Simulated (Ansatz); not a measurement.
CClNSi, SMILES `N#C[Si]Cl` (lower singlet) (charge 0, multiplicity 1). This singlet lies 1.73 eV below the relaxed triplet at the level B3LYP/cc-pVTZ // PBE0-D3(BJ)/def2-TZVP (Ansatz, an electronic-structure program).

Cartesian coordinates (Å):
```xyz
4

N     -1.9255    -0.4147    -0.0006
C     -0.8574     0.0271    -0.0005
Si     0.7562     1.0066    -0.0003
Cl     2.0267    -0.6190     0.0014
```
Charge 0, multiplicity 1.

The restricted HF start is unstable towards unrestricted orbitals.

Problem. Give the natural occupations of the active orbitals, the CASSCF energy and the corrected energy for Ansatz with frozen-core fic-MRCISD+Q@CASSCF(2e,2o)/cc-pVTZ // PBE0-D3(BJ)/def2-TZVP.

Solution. 
```yaml
natural_occupations: 1.93, 0.07
CASSCF energy: -840.8481 Ha
corrected_energy: -841.4578 Ha
weight_of_the_reference: 0.854
```
